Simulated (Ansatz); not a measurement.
A structure relaxed at PBE0-D4/def2-TZVPD in Ansatz, charge -1, doublet:

```xyz
3

Se   -0.4287    0.8115    1.3568
Se   -0.8022   -0.8184   -0.2752
Se    1.2309    0.0069   -1.0816
```

Task: Give its formula and point group.

Result: the cluster Se3⁻. Point group C2v (tolerance 0.1 Å).

Task: Summarise the bond lengths by kind (pairs closer than 1.2 times the sum of covalent radii, bridged metal pairs left out).

Result: 2 × Se–Se 2.34 Å.

Another isomer (doublet) lies 0.74 eV lower at PBE0-D4/def2-TZVPD; other spin states weren't run for this one.
